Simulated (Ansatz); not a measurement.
`O=CC(O)F` + `BF` → `O=CC(F)BF` + H₂O  (formal exchange of groups at a C–O bond)

Gas-phase electronic energies from Ansatz, PBE0-D4/def2-TZVP geometries. CBS: MP2 limit from def2 TZ/QZ plus the TZ coupled-cluster correction, frozen cores. This one scheme is used for every species. DFT in def2-TZVPP. One conformer a species, not always the lowest.

```csv
level,ΔE (kJ/mol)
r2SCAN,-40.3
CCSD/def2-TZVPP,-37.3
```

Question: What does CCSD(T)/CBS give? (An estimate is asked.)

Answer: The calculation gave: -42.7 kJ/mol. The listed levels differ from it by 2.4, 5.4 kJ/mol.

Largest T1 diagnostic among the species: 0.015.

In def2-TZVPP, CCSD(T) changes the Hartree–Fock value by −7.9 kJ/mol (the triples alone add +0.8 kJ/mol) and MP2 by −11.2 kJ/mol.
